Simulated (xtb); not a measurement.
hexafluorodisiloxane (F6OSi2), singlet, geometry from GFN2-xTB, atoms displaced at random by about 0.06 Å a coordinate; GFN2-xTB in xtb.

xtb was given this input:
```
$ xtb mol.xyz --gfn 2 --chrg 0 --uhf 0 --ohess --json

# file mol.xyz
9

F      2.18725047     0.23968130    -1.13652756
Si     1.53447494     0.34788934     0.31000659
F      2.29640902    -0.39388423     1.32166955
F      1.36272447     1.96370059     0.54593952
O      0.13970678    -0.31195409     0.18615760
Si    -1.45901004    -0.39854692    -0.29293051
F     -1.76820617     0.16535818    -1.62787651
F     -2.40439333     0.41749885     0.76794803
F     -1.93514326    -1.85929854    -0.16762175
```

Task: Predict the main parts of the log of this xtb run.

Result: 
```
   ID    Z sym.   atoms
    1    9 F      1, 3, 4, 7-9
    2   14 Si     2, 6
    3    8 O      5

           -------------------------------------------------
          |                Calculation Setup                |
           -------------------------------------------------

           -------------------------------------------------
          |                 G F N 2 - x T B                 |
           -------------------------------------------------

          ...................................................
          :                      SETUP                      :
          :.................................................:
          :  # basis functions                  48          :
          :  # atomic orbitals                  46          :
          :  # shells                           20          :
          :  # electrons                        56          :
          :  max. iterations                   250          :
          :  Hamiltonian                  GFN2-xTB          :
          :  restarted?                      false          :
          :  GBSA solvation                  false          :
          :  PC potential                    false          :
          :  electronic temp.          300.0000000     K    :
          :  accuracy                    1.0000000          :
          :  -> integral cutoff          0.2500000E+02      :
          :  -> integral neglect         0.1000000E-07      :
          :  -> SCF convergence          0.1000000E-05 Eh   :
          :  -> wf. convergence          0.1000000E-03 e    :
          :  Broyden damping             0.4000000          :
          :  net charge                          0          :
          :  unpaired electrons                  0          :
          ...................................................

 iter      E             dE          RMSdq      gap      omega  full diag
   1    -36.4250872 -0.364251E+02  0.938E+00   11.13       0.0  T
   2    -36.5209239 -0.958368E-01  0.561E+00    9.59       1.0  T
   3    -36.5275969 -0.667299E-02  0.154E+00    9.48       1.0  T
   4    -36.5294235 -0.182660E-02  0.753E-01    9.19       1.0  T
   5    -36.5300463 -0.622741E-03  0.284E-01    9.45       1.0  T
   6    -36.5303625 -0.316257E-03  0.138E-01    9.31       1.0  T
   7    -36.5304597 -0.972044E-04  0.283E-02    9.36       1.2  T
   8    -36.5304566  0.310356E-05  0.242E-02    9.36       1.4  T
   9    -36.5304603 -0.366778E-05  0.741E-03    9.36       4.5  T
  10    -36.5304606 -0.335364E-06  0.135E-03    9.35      24.8  T
  11    -36.5304606 -0.140910E-08  0.282E-04    9.35     118.1  T
  12    -36.5304606 -0.258794E-09  0.865E-05    9.35     385.2  T

   *** convergence criteria satisfied after 12 iterations ***

         :::::::::::::::::::::::::::::::::::::::::::::::::::::
         ::                     SUMMARY                     ::
         :::::::::::::::::::::::::::::::::::::::::::::::::::::
         :: total energy             -36.367748293134 Eh    ::
         :: gradient norm              0.259018053502 Eh/a0 ::
         :: HOMO-LUMO gap              9.352588424197 eV    ::
         ::.................................................::
         :: SCC energy               -36.530451248633 Eh    ::
         :: -> isotropic ES            0.111657154400 Eh    ::
         :: -> anisotropic ES         -0.004406858945 Eh    ::
         :: -> anisotropic XC         -0.011447090570 Eh    ::
         :: -> dispersion             -0.007038809354 Eh    ::
         :: repulsion energy           0.162702955498 Eh    ::
         :: add. restraining           0.000000000000 Eh    ::
         :: total charge              -0.000000000000 e     ::
         :::::::::::::::::::::::::::::::::::::::::::::::::::::

      -----------------------------------------------------------
     |                   =====================                   |
     |                        A N C O P T                        |
     |                   =====================                   |
     |               Approximate Normal Coordinate               |
     |                Rational Function Optimizer                |
      -----------------------------------------------------------
      -----------------------------------------------------------
     |                   =====================                   |
     |                        A N C O P T                        |
     |                   =====================                   |
     |               Approximate Normal Coordinate               |
     |                Rational Function Optimizer                |
      -----------------------------------------------------------

          ...................................................
          :                      SETUP                      :
          :.................................................:
          :   optimization level            normal          :
          :   max. optcycles                   200          :
          :   ANC micro-cycles                  20          :
          :   degrees of freedom                21          :
          :.................................................:
          :   RF solver                   davidson          :
          :   write xtbopt.log                true          :
          :   linear?                        false          :
          :   energy convergence         0.5000000E-05 Eh   :
          :   grad. convergence          0.1000000E-02 Eh/α :
          :   maxmium RF displ.          1.0000000          :
          :   Hlow (freq-cutoff)         0.1000000E-01      :
          :   Hmax (freq-cutoff)         5.0000000          :
          :   S6 in model hess.         20.0000000          :
          ...................................................

generating ANC from exact Hessian ...
Using Lindh-Hessian (1995)
 Shifting diagonal of input Hessian by    1.0243666139975113E-002
 Lowest  eigenvalues of input Hessian
[...]
 * total energy  :   -36.3677483 Eh     change       -0.3721823E-10 Eh
 * total energy  :   -36.3884238 Eh     change       -0.2067547E-01 Eh
 * total energy  :   -36.3969363 Eh     change       -0.8512521E-02 Eh
 * total energy  :   -36.3974623 Eh     change       -0.5260418E-03 Eh
 * total energy  :   -36.3977878 Eh     change       -0.3254790E-03 Eh
 * total energy  :   -36.3979637 Eh     change       -0.1759459E-03 Eh
 * total energy  :   -36.3980143 Eh     change       -0.5059395E-04 Eh
 * total energy  :   -36.3980341 Eh     change       -0.1972627E-04 Eh
 * total energy  :   -36.3980407 Eh     change       -0.6614512E-05 Eh
 * total energy  :   -36.3980461 Eh     change       -0.5435901E-05 Eh
 * total energy  :   -36.3980500 Eh     change       -0.3902167E-05 Eh
 * total energy  :   -36.3980524 Eh     change       -0.2414423E-05 Eh
   *** GEOMETRY OPTIMIZATION CONVERGED AFTER 12 ITERATIONS ***
         :: total energy             -36.398052434994 Eh    ::
[...]
 q only:       -0.557      -0.225       0.224      -0.152       0.015       0.333
  q+dip:       -2.353      -0.953       1.062      -0.594      -0.098       1.292
   full:       -0.712      -0.281       0.268      -0.194       0.044       0.445

           -------------------------------------------------
          |               Frequency Printout                |
           -------------------------------------------------
 projected vibrational frequencies (cm⁻¹)
eigval :       -0.00    -0.00    -0.00     0.00     0.00     0.00
eigval :        5.37    18.49    40.25   155.84   160.39   177.52
eigval :      192.07   216.44   247.36   247.78   292.26   315.55
eigval :      326.59   601.78   823.93   918.56   988.81   994.63
eigval :     1003.25  1009.10  1235.48
 reduced masses (amu)
   1: 20.86   2: 21.38   3: 21.35   4: 19.56   5: 20.24   6: 21.25   7: 19.02   8: 18.16
   9: 18.64  10: 19.35  11: 19.33  12: 19.06  13: 18.88  14: 19.43  15: 21.78  16: 21.76
  17: 21.96  18: 19.18  19: 19.74  20: 21.96  21: 19.91  22: 23.40  23: 23.31  24: 23.33
  25: 23.41  26: 23.45  27: 18.79
 IR intensities (km·mol⁻¹)
   1:  0.00   2:  0.00   3:  0.00   4:  0.00   5:  0.00   6:  0.00   7:  0.00   8:  0.11
   9:  0.24  10:  0.05  11:  0.34  12:  0.17  13: 11.64  14: 30.78  15:  0.09  16: 14.79
  17:213.37  18:142.88  19: 97.86  20: 21.23  21:143.53  22: 14.45  23: 15.67  24: 96.35
  25:504.07  26:555.76  27:807.54
 Raman intensities (Ä⁴*amu⁻¹)
   1:  0.00   2:  0.00   3:  0.00   4:  0.00   5:  0.00   6:  0.00   7:  0.00   8:  0.00
   9:  0.00  10:  0.00  11:  0.00  12:  0.00  13:  0.00  14:  0.00  15:  0.00  16:  0.00
  17:  0.00  18:  0.00  19:  0.00  20:  0.00  21:  0.00  22:  0.00  23:  0.00  24:  0.00
  25:  0.00  26:  0.00  27:  0.00
 output can be read by thermo (or use thermo option).
 writing <g98.out> molden fake output.
 recommended (thermochemical) frequency scaling factor: 1.0
           -------------------------------------------------
          |             Thermodynamic Functions             |
           -------------------------------------------------

c2  symmetry found (for desy threshold:  0.10E+00) used in thermo

          ...................................................
          :                      SETUP                      :
          :.................................................:
          :  # frequencies                          21      :
          :  # imaginary freq.                       0      :
          :  linear?                             false      :
          :  only rotor calc.                    false      :
          :  symmetry                               c2      :
          :  rotational number                       2      :
          :  scaling factor                  1.0000000      :
          :  rotor cutoff                   50.0000000 cm⁻¹ :
          :  imag. cutoff                  -20.0000000 cm⁻¹ :
          :.................................................:

    mode    ω/cm⁻¹     T·S(HO)/kcal·mol⁻¹    T·S(FR)/kcal·mol⁻¹   T·S(vib)
   ------------------------------------------------------------------------
       1      5.37    -2.75685 (  0.01%)    -1.71595 ( 99.99%)    -1.71609
       2     18.49    -2.02459 (  1.83%)    -1.35085 ( 98.17%)    -1.36321
       3     40.25    -1.56436 ( 29.57%)    -1.12062 ( 70.43%)    -1.25182
       4    155.84    -0.77510 ( 98.95%)    -0.71973 (  1.05%)    -0.77452
       5    160.39    -0.75884 ( 99.06%)    -0.71120 (  0.94%)    -0.75839
       6    177.52    -0.70194 ( 99.37%)    -0.68114 (  0.63%)    -0.70181
       7    192.07    -0.65823 ( 99.54%)    -0.65781 (  0.46%)    -0.65823
       8    216.44    -0.59291 ( 99.72%)    -0.62243 (  0.28%)    -0.59300
       9    247.36    -0.52155 ( 99.83%)    -0.58288 (  0.17%)    -0.52166
      10    247.78    -0.52067 ( 99.83%)    -0.58238 (  0.17%)    -0.52077
      11    292.26    -0.43555 ( 99.91%)    -0.53347 (  0.09%)    -0.43564
   ------------------------------------------------------------------------

   temp. (K)  partition function   enthalpy   heat capacity  entropy
                                   cal/mol     cal/K/mol   cal/K/mol   J/K/mol
 298.15  VIB  0.200E+06             5206.413     24.882     34.964
         ROT  0.453E+06              888.752      2.981     28.862
         INT  0.908E+11             6095.166     27.863     63.826
         TR   0.246E+28             1481.254      4.968     41.552
         TOT                        7576.4197    32.8312   105.3773   440.8985

       T/K    H(0)-H(T)+PV         H(T)/Eh          T*S/Eh         G(T)/Eh
   ------------------------------------------------------------------------
    298.15    0.120738E-01    0.347904E-01    0.500681E-01   -0.152777E-01
   ------------------------------------------------------------------------

         :::::::::::::::::::::::::::::::::::::::::::::::::::::
         ::                  THERMODYNAMIC                  ::
         :::::::::::::::::::::::::::::::::::::::::::::::::::::
         :: total free energy         -36.413330157344 Eh   ::
         ::.................................................::
         :: total energy              -36.398052434997 Eh   ::
         :: zero point energy           0.022716631217 Eh   ::
         :: G(RRHO) w/o ZPVE           -0.037994353563 Eh   ::
         :: G(RRHO) contrib.           -0.015277722346 Eh   ::
         :::::::::::::::::::::::::::::::::::::::::::::::::::::

optimized geometry written to: xtbopt.xyz

           -------------------------------------------------
          | TOTAL ENERGY              -36.398052434997 Eh   |
          | TOTAL ENTHALPY            -36.363262010404 Eh   |
          | TOTAL FREE ENERGY         -36.413330157344 Eh   |
          | GRADIENT NORM               0.000478901080 Eh/α |
          | HOMO-LUMO GAP               9.968261238981 eV   |
           -------------------------------------------------

normal termination of xtb
```
